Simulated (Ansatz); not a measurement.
`[BH2][GaH][OH]` + HBr → `[OH][GaH][Br]` + BH₃ at 400 K and 1 bar (cleavage of the Ga–B bond).

Calculated with Ansatz (gas phase, PBE0-D4/def2-TZVP geometries, no zero-point term in ΔE). CBS: MP2 limit from def2 TZ/QZ plus the TZ coupled-cluster correction, frozen cores. This one scheme is used for every species. For Br, Ga outer-core shells are correlated without core-valence functions, which leaves a few kJ/mol of doubt a bond. Scalar relativity is left out up to krypton. Each species was taken in one conformer, which may not be the lowest.

```
         species  CCSD(T)/CBS energy (Eh)  H − E (kJ/mol)  S (J/(mol·K))
`[BH2][GaH][OH]`              -2026.29567           130.9          333.4
             HBr              -2573.91920            27.6          207.2
 `[OH][GaH][Br]`              -4573.71961            79.1          332.9
             BH₃                -26.55200            82.6          199.4
```

H − E and S are ideal-gas, rigid-rotor, harmonic terms from PBE0-D4/def2-TZVP, for one conformer and one mirror image of each species. 1 Eh = 2625.50 kJ/mol, R = 8.31446 J/(mol·K).

Problem. By hand: ΔE, ΔH, ΔS and ΔG.

Solution. ΔE = (-4573.71961) + (-26.55200) − (-2026.29567) − (-2573.91920) = -0.05674 Eh = -149.0 kJ/mol. Δ(H − E) = 79.1 + 82.6 − 130.9 − 27.6 = 3.2, so ΔH = -145.8 kJ/mol. ΔS = 332.9 + 199.4 − 333.4 − 207.2 = -8.3 J/(mol·K). ΔG = -145.8 − 400 × (-8.3)/1000 = -142.5 kJ/mol.

Problem. By hand: the equilibrium constant, and the temperature at which ΔG would vanish if ΔH and ΔS stayed fixed.

Solution. log₁₀ K = −ΔG/(RT ln 10) = 18.6. ΔG = 0 at ΔH/ΔS = 17566 K, far beyond where these terms or the molecules hold.

The number of gas molecules stays the same, so ΔS is small and ΔH decides. A doubt of 5 kJ/mol in ΔE shifts log₁₀ K by 0.7 here. Other conformers and mirror images would add mixing entropy, several J/(mol·K) or more a flexible species. These are equilibria of isolated gas molecules and say nothing of rates. Largest T1 diagnostic: 0.015 (customary marks: 0.02 for closed shells, 0.045 for open ones).
